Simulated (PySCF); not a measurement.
**Excitation energy of Rb by level of theory**

Rb [Kr] 5s1 (2S) → Rb [Kr] 4d1 (2D), as a difference of total energies. Computed with PySCF 2.14 in x2c-TZVPPall with one added diffuse shell each of s, p, d, f type (9s7p7d3f1g, 95 functions), with the spin-free X2C one-electron Hamiltonian (Gaussian nucleus). Correlated levels: valence and next inner shell: [Ar] 3d10 frozen. The calculations carry no spin-orbit coupling.

```csv
method,excitation energy (cm⁻¹)
UHF,17588
LDA,17817
PBE,16426
PBE0,16850
r2SCAN,16621
B3LYP,17108
TPSS,15632
MN15,18443
wB97M-V,18388
MP2 (valence and next inner shell),19264
SCS-MP2 (valence and next inner shell),18951
```

Errors of the correlated levels include the incompleteness of this basis and the frozen core.

For comparison: 19355 cm⁻¹ (measured; NIST levels, between the centres of gravity of the two terms).
